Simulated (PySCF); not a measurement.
C₄F₄N₂O.
Cartesian coordinates in Å at the PBE0-D3(BJ)/def2-SVP level; atoms count from 1:
```xyz
11
C4F4N2O angstrom
N      3.2007   -0.3856   -0.2749
C      2.0952   -0.0989   -0.1086
C      0.6895    0.3025    0.1231
F      0.5555    0.7345    1.3958
C      0.3484    1.4225   -0.7922
N      0.1287    2.2958   -1.5146
O     -0.0748   -0.8296   -0.1023
C     -1.4101   -0.8464    0.2342
F     -2.0162    0.2783   -0.1154
F     -1.5660   -1.0185    1.5318
F     -1.9451   -1.8553   -0.4075
```

Linear response at wB97X-D/def2-SVPD (PySCF, frozen core in the response, non-relativistic).

Static isotropic polarisability: 61.34 au (9.09 Å³), principal values 49.6, 64.4, 70.0 au.

Problem. What is the polarisability at 1064 nm and at the sodium D line?

Solution. 61.69 au at 1064 nm (+0.6 %), 62.49 au at 589.3 nm (+1.9 %). The rise at 589.3 nm is 3.32 times that at 1064 nm; a pure ω² law gives 3.26. The lowest singlet lies at 176 nm, shorter than both wavelengths.

Problem. What is the isotropic C6 coefficient between two such molecules, C6 = (3/π)∫α(iω)² dω?

Solution. 1939 au (Eh·bohr⁶) by a ten-point quadrature over imaginary frequencies, which is 1160 eV·Å⁶ or 112 J·nm⁶/mol.

Problem. Which effective excitation energy ω̄ makes London's formula C6 = (3/4)α²ω̄ exact here?

Solution. ω̄ = 4·C6/(3α²) = 0.687 Eh = 18.7 eV. A one-pole form α(ω) = α/(1 − ω²/ω̄²) fitted to the 1064 nm value gives 15.5 eV.

Problem. What does −C6/R⁶ come to at R = 10 Å between centres?

Solution. -110 J/mol. This is the leading, orientation-averaged term; C8 and higher terms are left out.

Problem. What molar refraction at the D line follows from R = (4π/3)·N_A·α′, with α′ the polarisability volume?

Solution. α′ = 9.26 Å³ gives R = 23.36 cm³/mol, for isolated, non-vibrating species.

Problem. How anisotropic is the static polarisability, by Δα² = ½[(α1 − α2)² + (α2 − α3)² + (α3 − α1)²]?

Solution. Δα = 18.2 au, or 0.30 of the isotropic value.

Problem. What three-body coefficient follows from the one-pole estimate C9 = (3/4)·α·C6?

Solution. 89200 au. This is an estimate from the two numbers above, not a computed integral.

Problem. What n − 1 at the D line would an ideal gas of it have at 273.15 K and 1 atm (2.6868 × 10¹⁹ cm⁻³), by n − 1 = 2π·N·α′?

Solution. 15.63 × 10⁻⁴, a formal value whether or not that pressure can be reached.

Problem. The lowest 6 singlets have (eV, f): 7.06, 0.000; 7.41, 0.000; 7.43, 0.000; 7.50, 0.001; 7.79, 0.001; 7.82, 0.003. What share of the static polarisability do they carry in the sum over states α = Σ f/ω²?

Solution. 0.08 au, 0.1 % of α; the largest term, 0.04 au, is that of the state at 7.82 eV. Their oscillator strengths add up to 0.01. Higher states carry the rest.

One conformer stands for the species.

Note: wB97X-D ran without an empirical dispersion term, which enters the total energy and its gradient alone.
